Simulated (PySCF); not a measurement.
**From a computed spectrum to the compound**

A species of 7 atoms with charge 0 has these harmonic modes (PBE0, small Gaussian bases with core potentials, PySCF 2.14.0):

```json
{"cm⁻¹": "180", "km/mol": "72.1", "symmetry": ""}
{"cm⁻¹": "262", "km/mol": "201.9", "symmetry": ""}
{"cm⁻¹": "296", "km/mol": "23.1", "symmetry": ""}
{"cm⁻¹": "303", "km/mol": "303.3", "symmetry": ""}
{"cm⁻¹": "434", "km/mol": "68.4", "symmetry": ""}
{"cm⁻¹": "536", "km/mol": "390.5", "symmetry": ""}
{"cm⁻¹": "570", "km/mol": "637.8", "symmetry": ""}
{"cm⁻¹": "705", "km/mol": "299.8", "symmetry": ""}
{"cm⁻¹": "977", "km/mol": "88.3", "symmetry": ""}
{"cm⁻¹": "1322", "km/mol": "544.5", "symmetry": ""}
{"cm⁻¹": "1449", "km/mol": "913.3", "symmetry": ""}
{"cm⁻¹": "1500", "km/mol": "312.5", "symmetry": ""}
{"cm⁻¹": "1555", "km/mol": "78.8", "symmetry": ""}
{"cm⁻¹": "2784", "km/mol": "613.0", "symmetry": ""}
{"cm⁻¹": "3902", "km/mol": "185.1", "symmetry": ""}
```

Problem. Which species is it, and in which structure?

Solution. YH3(H2O) (singlet):
```xyz
7

Y     0.1972   -0.2486    0.1927
H     0.6041    1.7491    0.5542
H    -0.7037   -1.2857    1.6282
H     1.5050   -1.2381   -0.9299
O    -1.0822    1.2166   -1.0014
H    -0.4710    1.8435   -0.4600
H    -1.1583    1.5555   -1.9013
```
Ideal gas at 298.15 K and 1 bar: S = 302.0 J/(mol K), Cp = 84.3 J/(mol K), H − H(0 K) = 17.1 kJ/mol (rigid rotor, harmonic modes, spin degeneracy alone). 
 The answer isn't unique; the calculation gave this one.
